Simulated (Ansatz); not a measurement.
NbCl₂O₂, that is [NbO2Cl2]- with one electron fewer. Charge 0, multiplicity 2. Geometry PBE0-D4/def2-SVPD, that of the charge -1 singlet; atoms count from 1.

```tsv
atom	x (Å)	y (Å)	z (Å)
Nb1	-0.126	-0.031	0.042
O2	-0.612	-0.366	1.665
O3	-1.540	-0.153	-0.941
Cl4	1.507	-1.648	-0.670
Cl5	0.770	2.198	-0.096
```

In the def2 sets Nb takes a core potential; there is no spin–orbit coupling.

Problem. Estimate the Mulliken populations from the PBE0/def2-TZVPD orbitals of Ansatz.

Solution. 
| atom | charge (e) | spin (α − β) | d electrons |
| --- | --- | --- | --- |
| Nb1 | 1.94 | -0.27 | 2.68 |
| O2 | -0.50 | 0.63 | – |
| O3 | -0.50 | 0.63 | – |
| Cl4 | -0.47 | 0.01 | – |
| Cl5 | -0.47 | 0.01 | – |
Mulliken values and Mayer orders depend strongly on the basis. With diffuse functions, as here, like atoms can get unlike values, and bond orders can come out too low or too high.

Problem. Where does the spin sit?

Solution. Summed by element: Nb -0.27, O 1.26, Cl 0.01, of 1 unpaired in all. Largest on single atoms: O2 0.63, O3 0.63, Nb1 -0.27.

Problem. And the Mayer bond orders between bonded heavy atoms (over 0.3)?

Solution. Nb1–O2 1.39 (1.73 Å); Nb1–O3 1.39 (1.73 Å); Nb1–Cl4 0.86 (2.41 Å); Nb1–Cl5 0.86 (2.41 Å).
